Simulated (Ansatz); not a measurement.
Isolated molecules relaxed with PBE0-D4/def2-TZVP in Ansatz; ΔE leaves out vibrations. CCSD(T)/CBS is the MP2 limit (def2-TZVPP, def2-QZVPP) plus CCSD(T) − MP2 in def2-TZVPP, frozen cores. This one scheme is used for every species. Functionals use def2-TZVPP. HSE06 is defined as in plane-wave codes. Each species was taken in one conformer, which may not be the lowest.

Consider the cleavage of the P–P bond: `PP` + `OB(F)F` → `FB(F)OP` + PH₃.

CCSD(T)/CBS gives +30.4 kJ/mol.

Problem. Another level gave +39.3 kJ/mol. Which?
A. HSE06-D4/def2-TZVPP
B. RPA@PBE/def2-TZVPP
C. B2PLYP/def2-TZVPP
D. MP2/def2-TZVPP

Solution. A. HSE06-D4 39.3, RPA@PBE/def2-TZVPP 20.0, MP2/def2-TZVPP 31.1, B2PLYP 24.7 kJ/mol.

Largest T1 diagnostic among the species: 0.014.

Leaving LDA and LC-ωPBE aside and taking each functional with its dispersion term where it has one, the values, not all of them listed here, spread over 24.7 kJ/mol, from CAM-B3LYP-D4 to revPBE-D4. In def2-TZVPP, CCSD(T) changes the Hartree–Fock value by +18.0 kJ/mol (the triples alone add +3.1 kJ/mol) and MP2 by +22.2 kJ/mol.
